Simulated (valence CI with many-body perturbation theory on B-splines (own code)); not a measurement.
**Hf XLI in three bases**

Calculated by valence CI with perturbative core correlation (CI+MBPT): four valence electrons over a frozen Dirac-Fock core [Ar] 3d10, a basis of 9 s, 9 p, 8 d, 6 f, 3 g, 1 h functions for each j, with the one-electron correlation potential Σ1, the two-electron term Σ2, the three-electron term Σ3, Breit, model QED; selected CI, second order for the rest, scaled by the run's own slope (own B-spline code, finite nucleus).

The last digits are not significant, and no measured levels were compared; by estimate large intervals hold to a few tenths of a per cent, small ones and those within an open d or f shell to about a per cent.

The reference run has the lowest level (4s^2 4p1/2^2) J=0 and an ionisation energy of 1964.84 eV. Its largest variational space holds 20000 state functions.

Levels are named by their leading jj configuration (3d3/2^4 stands for four electrons in 3d with j = 3/2), which in mixed levels can hold well under half, so a name can repeat and another be missing. Letters in brackets count levels of one name in rising energy.

Changed runs:
A. basis 6 s, 6 p, 5 d, 3 f, 1 g
B. basis 5 s, 5 p, 4 d, 2 f

Excitation energies of the reference run in cm⁻¹, and shifts in cm⁻¹:

| Level | Reference | A | B |
| --- | --- | --- | --- |
| (4s^2 4p1/2 4p3/2) J=1 | 633358 | -118 | -443 |
| (4s^2 4p1/2 4p3/2) J=2 | 666553 | -6.0 | +39 |
| (4s^2 4p3/2^2) J=2 | 1324990 | -92 | -257 |
| (4s 4p1/2^2 4p3/2) J=2 | 1367530 | -137 | -464 |
| (4s^2 4p3/2^2) J=0 | 1397070 | +34 | +290 |
| (4s 4p1/2^2 4p3/2) J=1 | 1481170 | +12 | +171 |
| (4s^2 4p1/2 4d3/2) J=2 | 1811290 | +15 | +254 |
| (4s 4p1/2 4p3/2^2) J=2 [a] | 1935060 | -273 | -969 |
| (4s^2 4p1/2 4d3/2) J=1 | 1950240 | +268 | +1385 |
| (4s^2 4p1/2 4d5/2) J=3 | 1985140 | -58 | -56 |
| (4s^2 4p1/2 4d5/2) J=2 | 2072010 | +111 | +680 |
| (4s 4p1/2 4p3/2^2) J=3 | 2090220 | +129 | +768 |
| Ionisation energy (eV) | 1964.84 | -0.039 | -0.15 |
